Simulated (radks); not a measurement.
Neutral magnesium, configuration [Ne] 3s2 (the NIST ground configuration).

Calculated with a radial shooting solver on a logarithmic mesh with Libxc functionals: scalar-relativistic Kohn-Sham, LDA (Slater exchange, Perdew-Wang correlation), spin-polarised, spherical densities, finite nucleus; Fermi nuclear charge, rms radius 3.057 fm.

Energy parts (Ry):
total: -398.91230
kinetic: 398.89070
electron-nucleus: -958.46512
Hartree: 191.61913
exchange-correlation: -30.95701

Orbitals (lengths in bohr, moments of r in powers of bohr):
orbital  occ.  eigenvalue (Ry)    <1/r>
1s          2        -92.12491    11.58
2s          2         -5.82822    2.092
2p          6         -3.43430    1.955
3s          2         -0.35146   0.4271
3p          0         -0.10098   0.2924
4s          0         -0.00398  0.09591

The highest occupied level is 3s at -4.782 eV. Summed over all electrons, <r^2> = 27.98 bohr^2, which gives a Langevin (diamagnetic) susceptibility term of -22.2 x 10^-6 cm^3/mol. The density falls to 0.001 e/bohr^3 at r = 4.52 bohr.
